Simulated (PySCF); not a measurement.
F3HOTi, SMILES [OH][Ti]([F])([F])[F], multiplicity 1.

Geometry: PBE0-D3(BJ)/def2-SVP. The geometry has at least one imaginary mode, so it is a saddle point at that level. The multiplicity is an assumed one; no other spin state was optimised. The structure was generated by enumeration; whether it is a known compound was not checked. The values are those of a single conformer.

The numbers are results of PBE0/def2-TZVP in PySCF, not measurements.

Symmetry labels are those of the subgroup Cs that the program uses (full group C3v).

List the valence orbital energies around the gap with their symmetry. (The exact figures need the calculation; the answer reports its results.)


```
orbital  symmetry  energy (eV)
-------  --------  -----------
HOMO−7         A"       -13.05
HOMO−6         A'       -13.05
HOMO−5         A'       -12.49
HOMO−4         A'       -12.18
HOMO−3         A"       -12.18
HOMO−2         A"       -11.89
HOMO−1         A'       -10.66
HOMO           A"       -10.66
LUMO           A"        -2.22
LUMO+1         A'        -2.22
LUMO+2         A'        -1.44
LUMO+3         A"        -0.96
```
